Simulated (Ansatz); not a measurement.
Ideal-gas functions of ClGeH₂S, SMILES `[S][GeH2][Cl]` radical at 500 K and 1 bar, from an Ansatz frequency run at PBE0-D4/def2-TZVP.

Molar mass 142.15 g/mol, point group Cs (symmetry number 1), electronic degeneracy 2, moments of inertia 58.715, 222.652, 274.696 u Å². Harmonic wavenumbers (cm⁻¹, unscaled): 143, 379, 407, 429, 585, 751, 823, 2165, 2177.

Use S(trans) = R[1.5 ln M + 2.5 ln T − 1.1517]; rotational temperatures θ = 24.2544 K / I; S(rot) = R[ln(√π/σ · √(T³/θAθBθC)) + 1.5]; for each mode x = 1.438777 ν̃/T, S = R[x/(eˣ − 1) − ln(1 − e⁻ˣ)] and H = RT x/(eˣ − 1); 1 cm⁻¹ = 0.0119627 kJ/mol; R = 8.31446 J/(mol·K).

By hand: the entropy, in J/(mol·K).

Translation 181.4. Rotation: θ = 0.4131, 0.1089, 0.0883 K, giving 117.7. Vibration, mode by mode: 15.76, 7.99, 7.46, 7.07, 4.90, 3.36, 2.85, 0.12, 0.12, in all 49.6. Electronic 5.8. Sum 354.5 J/(mol·K).

By hand: H − E and G − E in kJ/mol, counted from the electronic energy.

Zero-point energy ½ × 7859 × 0.0119627 = 47.0; thermal vibration 13.8; translation, rotation and pV give 4 RT = 16.6. H − E = 77.4 kJ/mol, and G − E = 77.4 − 500 × 354.5/1000 = -99.8 kJ/mol.

Vibration gives 14 % of the entropy, 15.8 J/(mol·K) of it from the mode under 150 cm⁻¹: soft modes count most, and the harmonic formula is weakest for them.
